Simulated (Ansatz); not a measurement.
Z-matrix (Å, degrees):
```
Ta
N 1 1.977
N 1 1.977 2 108.5
N 1 1.977 2 108.5 3 117.7
S 1 2.177 2 110.4 3 -121.2
H 2 1.010 1 124.2 3 141.2
H 2 1.010 1 124.3 3 -23.4
H 3 1.010 1 124.2 2 -101.1
H 3 1.010 1 124.3 2 94.3
H 4 1.010 1 124.2 2 141.2
H 4 1.010 1 124.3 2 -23.4
```

Total charge 0; spin multiplicity 1. Ta: def2 effective core potential.

Q: List the ωB97M-V/def2-TZVPP orbital energies in eV (Ansatz 0.2.0). (Best estimate.)

A: Computed: Occupied: -2425.12, -394.29, -394.29, -394.29, -219.13, -162.16, -162.16, -162.15, -78.22, -43.83, -43.83, -43.81, -26.17, -25.90, -25.90, -20.18, -16.25, -16.24, -16.24, -14.10, -13.73, -13.73, -10.90, -10.90, -10.29, -9.57, -9.01, -9.01. Lowest empty: 1.25, 1.41, 1.41, 1.68, 2.58, 2.58, 3.19, 3.19.
